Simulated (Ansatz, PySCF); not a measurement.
Species: Si₂H, net charge -1, singlet state. It need not be the lowest isomer of its formula. Whether it binds its extra electron was not tested at this geometry. 
Structure (B3LYP-D3(BJ)/def2-TZVP (Ansatz, a first-principles code) minimum search):
```
Si
H 1 1.5048
Si 1 2.0824 2 180.00
```
Charge -1, spin multiplicity 1.

Total electronic energies in hartree. Cores are frozen in the correlated levels unless marked. No spin-orbit coupling. Non-relativistic unless marked X2C. CBS(X,Y): correlation extrapolated as X^-3; Hartree-Fock from the larger set. The program attaches cautions to a run behind MP2/STO-3G: large difference.

The Hartree-Fock reference is unstable (checked in the largest basis), which strains HF and MP2. 

```csv
level,program,energy (Eh)
HF/def2-SVPD,Ansatz,-578.16336
HF/def2-TZVPD,PySCF,-578.36607
HF/aug-cc-pV(Q+d)Z,Ansatz,-578.38604
HF/def2-QZVPP,Ansatz,-578.38490
RI-HF/def2-QZVPP,Ansatz,-578.38487
r2SCAN-D3(BJ)/def2-TZVPD,Ansatz + dftd3,-579.49292
r2SCAN-D4/def2-TZVPD,Ansatz + dftd4,-579.49300
PBE0/def2-SVP,Ansatz,-579.09662
PBE0/def2-TZVP,Ansatz,-579.29935
MP2/STO-3G,Ansatz,-571.51334
"RI-MP2/CBS(aug-cc-pV(T+d)Z,aug-cc-pV(Q+d)Z)",Ansatz,-578.6592
SCS-MP2/aug-cc-pV(D+d)Z,Ansatz,-578.57886
CCSD(T)/cc-pV(Q+d)Z,Ansatz,-578.68253
X2C-CCSD(T)/cc-pVTZ-DK,Ansatz,-579.86226
"CCSD(T)/CBS(aug-cc-pV(T+d)Z,aug-cc-pV(Q+d)Z)",Ansatz,-578.6942
```

Totals of different functionals don't rank their quality; only differences between species are comparable.
